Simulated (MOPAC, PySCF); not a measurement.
H$_{3}$Ga, SMILES `[GaH3]`, neutral singlet in the gas phase. 

Cartesian coordinates (Å):
SMILES: [GaH3]
```xyz
4

Ga     0.0000     0.0000     0.0000
H      1.5614    -0.0134    -0.0068
H     -0.7923    -1.3456     0.0051
H     -0.7691     1.3589     0.0017
```
Charge 0, multiplicity 1.

All levels are single points at this geometry (r2SCAN-D4/def2-TZVP); Pople sets use spherical d functions. Orbital energies aren't observables, and empty levels follow the basis.

PM3 in MOPAC gives dipole (D) = 0.00.

Q: Estimate the dipole (D) from each of these levels: r2SCAN-D4/def2-TZVP in PySCF; B3LYP/3-21G in PySCF; B3LYP/6-311+G** (LANL2DZ on Ga) in PySCF; B3LYP/LANL2DZ in PySCF; PBE/6-31G* in PySCF; SVWN5/6-31G* in PySCF; HF/6-31G* in PySCF; PM6 in MOPAC.

A: 
```csv
level,dipole (D)
r2SCAN-D4/def2-TZVP in PySCF,0.00
B3LYP/3-21G in PySCF,0.00
B3LYP/6-311+G** (LANL2DZ on Ga) in PySCF,0.00
B3LYP/LANL2DZ in PySCF,0.00
PBE/6-31G* in PySCF,0.00
SVWN5/6-31G* in PySCF,0.00
HF/6-31G* in PySCF,0.00
PM6 in MOPAC,0.00
```
